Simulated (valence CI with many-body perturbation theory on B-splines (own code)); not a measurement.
# Which ion has this spectrum?

A relativistic CI+MBPT calculation for an atom or ion with 13 electrons gives these levels (cm⁻¹):

| J | Parity | E | g |
| --- | --- | --- | --- |
| 1/2 | odd | 0 | 0.66 |
| 3/2 | odd | 464425 | 1.33 |
| 1/2 | even | 722428 | 2.37 |
| 3/2 | even | 1067829 | 1.68 |
| 5/2 | even | 1146770 | 1.40 |
| 3/2 | even | 1260377 | 0.91 |
| 1/2 | even | 1328110 | 1.16 |
| 5/2 | even | 1542455 | 1.36 |
| 3/2 | even | 1594142 | 0.87 |
| 5/2 | even | 1741243 | 1.23 |
| 1/2 | even | 1795971 | 1.79 |
| 3/2 | even | 1835287 | 1.19 |
| 3/2 | odd | 2008556 | 1.24 |
| 3/2 | odd | 2118341 | 0.52 |

The energies are calculated, and their last digits are not significant.

(1) Which is it?
A. Te39+
B. Ag34+
C. Sn37+
D. I40+

Answers

(1) C. Sn37+, ground level (3s^2 3p1/2) J=1/2.
